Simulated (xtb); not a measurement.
A run for xtb: GFN-FF on CH6 (a complex), monomers drawn apart or pushed together.

```
$ xtb mol.xyz --gfnff --sp --chrg 0 --uhf 0
7

C     -0.01987932     0.01484188    -0.13400056
H     -0.04396800     0.02985984    -1.22286511
H     -1.03698600    -0.05170507     0.25018779
H      0.55369735    -0.84723041     0.20406149
H      0.44769498     0.92846061     0.23092090
H      0.08252848    -0.06098814     4.94692880
H      0.06654107    -0.05026760     4.20318545
```

It printed:

```
[...]
           -------------------------------------------------
          |                Calculation Setup                |
           -------------------------------------------------



molecular fragmentation (1/2 indicates fragments):
1111122
# atoms in fragment 1/2:     5     2
 fragment masses (1/2) :       16.04        2.02
CMA distance (Bohr)    :   8.902
constraining FC (au)   :  0.0500

          ==================== Thresholds ====================
          CN  :   150.00000
          rep :   500.00000
          disp:  2500.00000
          HB1 :   250.00000
          HB2 :   450.00000

          Pauling EN used:
          Z : 1  EN :  2.20
          Z : 6  EN :  2.55
          electric field strengths (au): 0.000

           -------------------------------------------------
          |           Force Field Initialization            |
           -------------------------------------------------

          distances ...
          ----------------------------------------
          generating topology and atomic info file ...
          pair mat ...
          computing topology distances matrix with Floyd-Warshall algo ...
          making topology EEQ charges ...
          #fragments for EEQ constrain: 2
          ----------------------------------------
          generating topology and atomic info file ...
          pair mat ...
          computing topology distances matrix with Floyd-Warshall algo ...
          making topology EEQ charges ...
          rings ...
          # BATM   0
          # H in HB   0

  atom   neighbors  erfCN metchar sp-hybrid imet pi  qest     coordinates
    1  C       4    3.48   0.00         3    0    0  -0.074   -0.037566    0.028047   -0.253224
    2  H       1    0.97   0.00         0    0    0   0.018   -0.083087    0.056427   -2.310880
    3  H       1    0.97   0.00         0    0    0   0.018   -1.959620   -0.097708    0.472786
    4  H       1    0.97   0.00         0    0    0   0.018    1.046336   -1.601033    0.385620
    5  H       1    0.97   0.00         0    0    0   0.018    0.846021    1.754536    0.436377
    6  H       1    0.90   0.07         0    0    0   0.000    0.155956   -0.115251    9.348341
    7  H       1    0.90   0.07         0    0    0   0.000    0.125744   -0.094992    7.942869

          #atoms :   7
          #bonds :   5
          #angl  :   6
          #tors  :   0
          #nmol  :   2
          #optfrag :   2
           -------------------------------------------------
          |                   G F N - F F                   |
          |          A general generic force-field          |
          |                  Version 1.0.3                  |
           -------------------------------------------------
          Number of HB bonds (bound hydrogen)     0
          Number of HB bonds (unbound hydrogen)   0
          Number of XB bonds                      0

 E+G (total)                   0 d,  0 h,  0 min,  0.000 sec
 distance/D3 list               ...        0 min,  0.000 sec (  0.872%)
 non bonded repulsion           ...        0 min,  0.000 sec ( 22.853%)
 dCN                            ...        0 min,  0.000 sec (  4.180%)
 EEQ energy and q               ...        0 min,  0.000 sec ( 18.644%)
 D3                             ...        0 min,  0.000 sec ( 11.511%)
 EEQ gradient                   ...        0 min,  0.000 sec ( 10.416%)
 bonds                          ...        0 min,  0.000 sec (  7.205%)
 bend and torsion               ...        0 min,  0.000 sec (  5.293%)
 bonded ATM                     ...        0 min,  0.000 sec (  0.439%)
 HB/XB (incl list setup)        ...        0 min,  0.000 sec ( 10.657%)
Note: The following floating-point exceptions are signalling: IEEE_UNDERFLOW_FLAG IEEE_DENORMAL
normal termination of xtb

         :::::::::::::::::::::::::::::::::::::::::::::::::::::
         ::                     SUMMARY                     ::
         :::::::::::::::::::::::::::::::::::::::::::::::::::::
         :: total energy              -0.793076780020 Eh    ::
         :: gradient norm              0.075554477854 Eh/a0 ::
         ::.................................................::
         :: bond energy               -0.832038077529 Eh    ::
         :: angle energy               0.000067350975 Eh    ::
         :: torsion energy             0.000000000000 Eh    ::
         :: repulsion energy           0.041259548775 Eh    ::
         :: electrostat energy        -0.001558376702 Eh    ::
         :: dispersion energy         -0.000807225538 Eh    ::
         :: HB energy                  0.000000000000 Eh    ::
         :: XB energy                  0.000000000000 Eh    ::
         :: bonded atm energy          0.000000000000 Eh    ::
         :: external energy            0.000000000000 Eh    ::
         :: add. restraining           0.000000000000 Eh    ::
         :: total charge               0.000000000000 e     ::
         :::::::::::::::::::::::::::::::::::::::::::::::::::::

           -------------------------------------------------
          |                Property Printout                |
           -------------------------------------------------

molecular dipole:
                 x           y           z       tot (Debye)
 q only:       -0.000       0.000      -0.000       0.000

           -------------------------------------------------
          | TOTAL ENERGY               -0.793076780020 Eh   |
          | GRADIENT NORM               0.075554477854 Eh/α |
           -------------------------------------------------
########################################################################
[WARNING] Runtime exception occurred
-1- gfnff_setup: Could not read topology file.
########################################################################

------------------------------------------------------------------------
------------------------------------------------------------------------
 total:
 SCF:
```

The run finished.

Cost: around 0.04 core-seconds (rough).
